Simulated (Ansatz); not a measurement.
Species: H$_{3}$GeO, SMILES `[O-][GeH3]` (charge -1, multiplicity 1).

Problem. Give a relaxed geometry from PBE0-D4/def2-TZVPD run with Ansatz (an electronic-structure program).

Solution. the end point of this relaxation (outside a Z-matrix the atoms follow the SMILES, hydrogens last).
Z-matrix (Å, degrees):
```
Ge
O 1 1.6945
H 1 1.5894 2 116.22
H 1 1.5894 3 101.95 2 127.42
H 1 1.5894 3 101.95 4 105.16
```
